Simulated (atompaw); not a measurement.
Reading a pseudo-wave (fluorine)

Columns: radius, all-electron u(r) and pseudo u(r) of the 2s shell (level -30.02 eV) of fluorine in the configuration [He] 2s1.75 2p5.25; PBE, scalar-relativistic, PAW (atompaw) scheme, atompaw 4.2.0.5.

| r (bohr) | all-electron | pseudo |
| --- | --- | --- |
| 0.063 | -0.4223 | 0.1115 |
| 0.127 | -0.4094 | 0.2253 |
| 0.190 | -0.2135 | 0.3379 |
| 0.254 | 0.0433 | 0.4522 |
| 0.317 | 0.2921 | 0.5629 |
| 0.381 | 0.5128 | 0.6710 |
| 0.444 | 0.6891 | 0.7697 |
| 0.508 | 0.8253 | 0.8581 |
| 0.571 | 0.9204 | 0.9298 |
| 0.635 | 0.9825 | 0.9836 |
| 0.698 | 1.0154 | 1.0154 |
| 0.762 | 1.0259 | 1.0259 |
| 0.825 | 1.0185 | 1.0185 |
| 0.888 | 0.9978 | 0.9978 |
| 0.952 | 0.9667 | 0.9667 |
| 1.015 | 0.9291 | 0.9291 |
| 1.079 | 0.8860 | 0.8860 |
| 1.142 | 0.8409 | 0.8409 |
| 1.206 | 0.7934 | 0.7934 |
| 1.269 | 0.7463 | 0.7463 |
| 1.333 | 0.6990 | 0.6990 |
| 1.396 | 0.6534 | 0.6534 |
| 1.460 | 0.6086 | 0.6086 |
| 1.523 | 0.5663 | 0.5663 |
| 1.587 | 0.5252 | 0.5252 |
| 1.650 | 0.4869 | 0.4869 |

Problem. How many radial nodes do the two functions have?

Solution. The all-electron 2s function has n − l − 1 = 1; the pseudo-wave has 0, since the states of the same l below it are removed with the core.

Problem. At about which radius was the pseudo-wave matched?

Solution. 0.70 bohr, where the columns begin to agree (steps of 0.06 bohr).

Problem. Is the pseudo-wave norm-conserving?

Solution. No, it belongs to a PAW set: the norm inside the radius is not constrained, and the difference is carried by the augmentation charge.
